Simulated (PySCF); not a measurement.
C2H6ClSn (SMILES [CH3][Sn]([CH3])[Cl]), doublet, geometry from GFN2-xTB (such geometries of metal compounds can be far from the true shape) (the spin is typed, not shown lowest) (all electrons, no relativity), with bond 3-2 at 1.8 times its length.

PySCF was given this input:
```python
from pyscf import gto, scf, mcscf, mrpt
import numpy

mol = gto.M(
    atom='''
Sn   -0.347426    0.252738    0.217097
C    -1.587188   -1.458211   -0.753528
H    -0.541755   -2.026287   -2.301384
H    -2.559259   -1.094077   -1.065186
H    -1.699241   -2.282524   -0.058303
C     0.311834    1.743133   -1.441387
H     0.711288    1.121831   -2.235621
H     1.082468    2.406842   -1.065885
H    -0.536741    2.315457   -1.797777
Cl    1.707722   -0.884714    0.597110
''',
    basis='sto-3g',
    charge=0,
    spin=1,
    verbose=3,
)

mf = scf.ROHF(mol)
mf.kernel()
mc = mcscf.CASCI(mf, 4, 5)
mc.fix_spin_(ss=0.75)
mc.kernel()
occ = numpy.linalg.eigvalsh(mc.fcisolver.make_rdm1(mc.ci, mc.ncas, mc.nelecas))[::-1]
ss = mc.fcisolver.spin_square(mc.ci, mc.ncas, mc.nelecas)[0]
print('natural occupations', occ.round(4), ' <S^2>', round(ss, 4))
e2 = mrpt.NEVPT(mc).kernel()
print('E(NEVPT2) = %.10f' % (mc.e_tot + e2))
```

Question: What does this run give for the NEVPT2 correction, nuclear repulsion energy, SCF-reference Mulliken (on the basis functions themselves) charges in atom order, number of basis functions?

Answer: 
```
Property                                                                                                                                                                    Value
--------------------------------------------------------------------------------  -----------------------------------------------------------------------------------------------
NEVPT2 correction                                                                                                                                                      -0.1497 Eh
nuclear repulsion energy                                                                                                                                              451.4580 Eh
SCF-reference Mulliken (on the basis functions themselves) charges in atom order  Sn1 0.83, C2 -0.23, H3 -0.06, H4 0.05, H5 0.05, C6 -0.32, H7 0.06, H8 0.05, H9 0.05, Cl10 -0.47
number of basis functions                                                                                                                                                      52
```

These values belong to the state on which the SCF converged, which isn't shown to be the lowest.
